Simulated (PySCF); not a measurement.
# C₆ coefficients of unlike pairs at UHF

Calculated with PySCF 2.14 from the dipole response of each species, C₆(A,B) = (3/π) ∫ α_A(iu) α_B(iu) du, in atomic units, from isotropic polarisabilities. For ions this is the dispersion term alone; charge-induced terms of lower order in 1/R come first.

```
species            configuration                                                                            basis      relativity  α (bohr³)  C₆ (like pair)
   Zn²⁺           [Ar] 3d10 (1S)                                                      aug-cc-pVTZ-DK (8s7p5d3f2g)   spin-free X2C      2.189           5.698
    Hg⁺  [Xe] 4f14 5d10 6s1 (2S)                                      aug-cc-pwCVTZ-PP with ECP60MDF (8s8p7d4f3g)  core potential      23.87           170.5
    O³⁺        [He] 2s2 2p1 (2P)  aug-cc-pCVTZ-DK with one added diffuse shell each of s, p, d, f type (8s7p5d3f)   spin-free X2C      1.409           1.320
    Ne⁺        [He] 2s2 2p5 (2P)                                                     aug-cc-pCVQZ-DK (9s8p6d4f2g)   spin-free X2C      1.245           2.142
```

Problem. Estimate C₆ for O³⁺ with Zn²⁺.

Solution. The integral gives 2.642. The combination rule 2 C_A C_B / (C_A α_B/α_A + C_B α_A/α_B) gives 2.630 and the geometric mean 2.742.

No spin-orbit coupling is included.

The other pairs:

| pair | C₆ |
| --- | --- |
| Ne⁺, Zn²⁺ | 3.484 |
| Hg⁺, Zn²⁺ | 27.50 |
| Ne⁺, O³⁺ | 1.613 |
| O³⁺, Hg⁺ | 14.48 |
| Ne⁺, Hg⁺ | 16.62 |
